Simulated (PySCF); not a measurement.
A species of formula C7H12 has this rotational fingerprint, computed with PBE0-D3(BJ)/def2-SVP geometry optimisation, gas phase in PySCF:

```
Rotational constants : A = 3027, B = 2031, C = 1520 MHz
Dipole components    : |μa| = 0.57 D, |μb| = 0.23 D, |μc| = 0.24 D
Inertial defect      : -83.19 u·Å²
κ                    : -0.32
```

**Question.** Which candidate fits, each taken in the one conformer that was computed?
A. `[CH:1]#[C:2][CH2:3][C@@H:4]([CH3:5])[CH2:6][CH3:7]` with C2–C3–C4–C5 -66°, C3–C4–C6–C7 57°
B. `[CH3:1][CH2:2][CH2:3][C:4]1=[CH:5][CH2:6][CH2:7]1` with C1–C2–C3–C4 -63°, C2–C3–C4–C5 121°
C. `C[C@H]1[C@@H]2CC[C@H]1C2`

**Answer.** A. It is C#CC[C@@H](C)CC, an asymmetric top, point group C1. The candidates at the same level (rigid rotor, commonest isotopes):

```
                  SMILES  A (MHz)  B (MHz)  C (MHz)  μa (D)  μb (D)  μc (D)  Δ (u·Å²)  point group                        rotor
C[C@H]1[C@@H]2CC[C@H]1C2     4803     2401     2337    0.15    0.00    0.03    -99.51           Cs  near-prolate asymmetric top
              CCCC1=CCC1     5186     1553     1527    0.32    0.13    0.19    -92.11           C1  near-prolate asymmetric top
         C#CC[C@@H](C)CC     3027     2031     1520    0.57    0.23    0.24    -83.19           C1               asymmetric top
```

`C[C@H]1[C@@H]2CC[C@H]1C2` has A 59 % too high; `CCCC1=CCC1` has A 71 % too high. No structure here is proved a minimum.
